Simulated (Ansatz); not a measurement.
C2H7ClSi (`[SiH3]CCCl`), relaxed with RKS PBE0-D4/def2-TZVP in Ansatz from a PBE-D4/def2-SVP geometry. The force threshold is 0.005 eV/Å; the program also tests the step.

Total charge 0; spin multiplicity 1.

Start:

```xyz
11

Si   -1.046   -0.287    1.108
C     0.388   -0.531   -0.122
C     0.686    0.702   -0.958
Cl    2.055    0.427   -2.119
H    -2.314    0.061    0.374
H    -1.265   -1.555    1.886
H    -0.731    0.829    2.068
H     1.291   -0.829    0.452
H     0.136   -1.387   -0.783
H    -0.183    1.005   -1.574
H     0.983    1.566   -0.332
```

**Question.** By how much does the energy fall, and how many steps does the optimiser take? (Estimate.)

**Answer.** The calculation gave: 4.01 kJ/mol, in 5 steps.

**Question.** Which bonds change most? (Estimate.)

**Answer.** The calculation gave: C3–Cl4 from 1.815 to 1.793 Å; Si1–C2 from 1.905 to 1.884 Å; Si1–H7 from 1.506 to 1.488 Å; Si1–H6 from 1.504 to 1.486 Å.

**Question.** Give the relaxed structure. (An estimate is asked.)

**Answer.** Ansatz gave: 
```xyz
11

Si   -1.032   -0.283    1.093
C     0.387   -0.536   -0.120
C     0.673    0.695   -0.944
Cl    2.026    0.438   -2.093
H    -2.280    0.066    0.362
H    -1.257   -1.531    1.868
H    -0.715    0.824    2.036
H     1.278   -0.826    0.445
H     0.139   -1.377   -0.774
H    -0.183    0.987   -1.550
H     0.965    1.542   -0.323
```
